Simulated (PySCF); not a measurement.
Run record for `O=C([O-])c1ccncn1`: OLYP/def2-SVPD, TDA, 12 singlets.

Method: TDA OLYP/def2-SVPD, vertical, gas phase, core orbitals frozen in the response (PySCF 2.14.0, density-fitted response routines). Geometry: GFN2-xTB. The input is one job of a driver script: a line of settings, then coordinates in Å.

Command:
```bash
OMP_NUM_THREADS=1 python probes_run.py task.json out
```

Input:
```
{"job": {"kind": "uv", "xc": "OLYP", "basis": "def2-SVPD", "nstates": 12, "ntriplets": 2, "tda": true}, "charge": -1, "multiplicity": 1}
O      2.664797    -1.012909     0.226394
C      2.222017     0.140372     0.122316
O      2.809679     1.220241     0.084341
C      0.647105     0.191609     0.024625
C     -0.073594    -1.008029     0.064438
C     -1.445206    -0.930461    -0.025351
N     -2.083704     0.233137    -0.145227
C     -1.307757     1.304860    -0.171752
N      0.005287     1.351873    -0.095216
H      0.465581    -1.937119     0.162357
H     -2.080960    -1.812253    -0.003880
H     -1.822046     2.257992    -0.269072
```

Output:
```
coarse grid: 11592 points
cycle   1  E = -451.5711263502  dE =  1.569e+00  |g| = 1.151e+00  |ddm| = 9.017e+00
cycle   2  E = -442.5732765602  dE =  8.998e+00  |g| = 4.094e+00  |ddm| = 2.061e+02
cycle   3  E = -449.2061252064  dE = -6.633e+00  |g| = 2.445e+00  |ddm| = 2.060e+02
cycle   4  E = -451.7789091021  dE = -2.573e+00  |g| = 5.138e-01  |ddm| = 6.732e+00
cycle   5  E = -451.7566472351  dE =  2.226e-02  |g| = 6.097e-01  |ddm| = 4.316e+00
cycle   6  E = -451.8524286875  dE = -9.578e-02  |g| = 1.103e-01  |ddm| = 2.889e+00
cycle   7  E = -451.8533832724  dE = -9.546e-04  |g| = 9.638e-02  |ddm| = 6.573e-01
cycle   8  E = -451.8551027097  dE = -1.719e-03  |g| = 4.772e-02  |ddm| = 3.828e-01
cycle   9  E = -451.8555831889  dE = -4.805e-04  |g| = 1.546e-02  |ddm| = 1.697e-01
cycle  10  E = -451.8556072047  dE = -2.402e-05  |g| = 1.065e-02  |ddm| = 6.364e-02
cycle  11  E = -451.8556328142  dE = -2.561e-05  |g| = 2.446e-03  |ddm| = 3.524e-02
cycle  12  E = -451.8556342686  dE = -1.454e-06  |g| = 6.879e-04  |ddm| = 9.072e-03
final grid: 116560 points
cycle  13  E = -451.9238528999  dE = -2.383e-05  |g| = 2.262e-02  |ddm| = 4.122e-01
cycle  14  E = -451.9234393856  dE =  4.135e-04  |g| = 5.083e-02  |ddm| = 1.550e-01
cycle  15  E = -451.9239488858  dE = -5.095e-04  |g| = 2.982e-03  |ddm| = 1.137e-01
cycle  16  E = -451.9239504047  dE = -1.519e-06  |g| = 1.579e-03  |ddm| = 9.638e-03
cycle  17  E = -451.9239509267  dE = -5.220e-07  |g| = 5.190e-04  |ddm| = 4.361e-03
cycle  18  E = -451.9239509832  dE = -5.655e-08  |g| = 1.734e-04  |ddm| = 1.548e-03
cycle  19  E = -451.9239509906  dE = -7.382e-09  |g| = 6.015e-05  |ddm| = 7.742e-04
cycle  20  E = -451.9239509913  dE = -7.361e-10  |g| = 1.807e-05  |ddm| = 4.107e-04
converged SCF energy = -451.9239509913

Static polarisability (au): isotropic 86.831, principal 49.207 96.636 114.650

Singlet excitations
state   eV       nm        f      main configurations
  1   2.0263    611.9   0.00000   H->L 1.00
  2   2.3902    518.7   0.00027   H-1->L 0.66, H->L+1 0.33
  3   2.4112    514.2   0.00011   H->L+1 0.67, H-1->L 0.33
  4   2.6957    459.9   0.00000   H-1->L+1 0.99
  5   3.0347    408.6   0.00745   H-2->L 0.89, H-2->L+1 0.08
  6   3.2502    381.5   0.00788   H-2->L+1 0.90
  7   3.3455    370.6   0.00216   H->L+2 0.98
  8   3.6261    341.9   0.01026   H-1->L+2 1.00
  9   3.8940    318.4   0.00212   H-3->L 0.96
 10   3.9153    316.7   0.00047   H->L+3 1.00
 11   4.1079    301.8   0.00002   H-2->L+2 1.00
 12   4.1912    295.8   0.00522   H-1->L+3 1.00

Triplet excitations (Tamm-Dancoff, eV): 1.9498 2.1319
```

The SCF starts on a coarse grid where the log names one; the energy can jump when the final grid takes over, and dE then counts from the start density on the new grid. H and L stand for HOMO and LUMO; the number after each pair is its weight.

Give the mean polarisability as a volume in Å³, and the ratio of the largest to the smallest principal value.

86.831 au × 0.148185 = 12.87 Å³; 114.650/49.207 = 2.33.

How does the lowest singlet excitation compare with the HOMO–LUMO gap?

HOMO -0.32 eV and LUMO 1.68 eV give a gap of 2.00 eV; S1 at 2.03 eV lies 0.03 eV above it.

In short: SCF converged in 20 cycles with 210 basis and 782 fitting functions; HOMO -0.32 eV, LUMO 1.68 eV; lowest singlet 2.03 eV; lowest triplet 1.95 eV (Tamm–Dancoff); mean polarisability 86.8 au.

Estimate the wall time. Hardware: one thread, Arm Neoverse V1 (aarch64), shared host. And the peak memory of the process?

About 44 s, with 0.63 GiB resident at the peak, the Python interpreter and its libraries included.

Conformer computed: `[O:1]=[C:2]([O-:3])[c:4]1[cH:5][cH:6][n:7][cH:8][n:9]1`: O1–C2–C4–C5 0°.
